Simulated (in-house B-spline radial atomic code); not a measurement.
Whole-atom quantities along the 45-electron series, configuration 1s2 2s2 2p6 3s2 3p6 3d10 4s2 4p6 4d3/2(4) 4d5/2(5). Breit and QED terms are first order and not part of the total energy; the density at the nucleus is averaged over the nuclear charge. Computed with an all-electron radial atomic-structure program (B-spline basis): Dirac-Hartree-Fock, jj configuration that fills j = l - 1/2 first, finite nuclei.

| ion | Z | E/Z² (Eh) | Σ<r²> (bohr²) | n(0)/Z³ (bohr⁻³) | Lamb diamagnetic shielding (ppm) | repulsion over attraction | Breit energy (eV) | self-energy (eV) | vacuum polarisation (eV) |
| --- | --- | --- | --- | --- | --- | --- | --- | --- | --- |
| Pd+ | 46 | -2.3838 | 35.227 | 1.3168 | 4713.17 | 0.15559 | 89.541 | 67.7 | -8.1262 |
| Ag2+ | 47 | ? | ? | ? | ? | ? | ? | ? | ? |
| Cd3+ | 48 | -2.4267 | 25.663 | 1.388 | 4996.44 | 0.15219 | 103.61 | 78.635 | -9.7338 |
| In4+ | 49 | -2.4476 | 22.671 | 1.4272 | 5138.57 | 0.15034 | 111.21 | 84.569 | -10.629 |
| Sn5+ | 50 | -2.4681 | 20.289 | 1.4669 | 5281.23 | 0.14845 | 119.19 | 90.83 | -11.589 |
| Sb6+ | 51 | -2.4882 | 18.332 | 1.5086 | 5424.5 | 0.14654 | 127.56 | 97.43 | -12.619 |
| Te7+ | 52 | -2.5079 | 16.689 | 1.5504 | 5568.46 | 0.14461 | 136.35 | 104.38 | -13.721 |
| I8+ | 53 | -2.5273 | 15.287 | 1.597 | 5713.18 | 0.14268 | 145.55 | 111.7 | -14.903 |
| Xe9+ | 54 | ? | ? | ? | ? | ? | ? | ? | ? |
| Cs10+ | 55 | -2.565 | 13.016 | 1.6942 | 6005.06 | 0.13885 | 165.25 | 127.5 | -17.516 |
| Ba11+ | 56 | -2.5834 | 12.082 | 1.7457 | 6152.33 | 0.13695 | 175.77 | 136.01 | -18.959 |
| La12+ | 57 | ? | ? | ? | ? | ? | ? | ? | ? |
| Ce13+ | 58 | -2.6194 | 10.513 | 1.8579 | 6449.74 | 0.13322 | 198.23 | 154.32 | -22.143 |
| Pr14+ | 59 | -2.6369 | 9.8474 | 1.9183 | 6599.97 | 0.13138 | 210.18 | 164.16 | -23.896 |
| Nd15+ | 60 | -2.6542 | 9.2465 | 1.9811 | 6751.28 | 0.12958 | 222.64 | 174.48 | -25.765 |
| Pm16+ | 61 | -2.6713 | 8.7015 | 2.0441 | 6903.71 | 0.12779 | 235.61 | 185.3 | -27.755 |
| Sm17+ | 62 | -2.6881 | 8.2053 | 2.1029 | 7057.27 | 0.12604 | 249.1 | 196.63 | -29.87 |
| Eu18+ | 63 | -2.7047 | 7.7518 | 2.1733 | 7212.07 | 0.12431 | 263.14 | 208.5 | -32.127 |

(1) Fill in the row of Ag2+.

(2) Fill in the row of Xe9+.

(3) Fill in the row of La12+.

(4) With what power of Z does the column «vacuum polarisation (eV)» change over this range?

Results:

(1) E/Z² (Eh): -2.4055; Σ<r²> (bohr²): 29.603; n(0)/Z³ (bohr⁻³): 1.3527; Lamb diamagnetic shielding (ppm): 4854.71; repulsion over attraction: 0.15395; Breit energy (eV): 96.396; self-energy (eV): 73.017; vacuum polarisation (eV): -8.901.

(2) E/Z² (Eh): -2.5463; Σ<r²> (bohr²): 14.075; n(0)/Z³ (bohr⁻³): 1.644; Lamb diamagnetic shielding (ppm): 5858.69; repulsion over attraction: 0.14076; Breit energy (eV): 155.18; self-energy (eV): 119.4; vacuum polarisation (eV): -16.166.

(3) E/Z² (Eh): -2.6016; Σ<r²> (bohr²): 11.253; n(0)/Z³ (bohr⁻³): 1.8007; Lamb diamagnetic shielding (ppm): 6300.54; repulsion over attraction: 0.13507; Breit energy (eV): 186.76; self-energy (eV): 144.94; vacuum polarisation (eV): -20.499.

(4) A fit of the logarithm of its size against log Z from Z = 46 to 63 has slope 4.37.
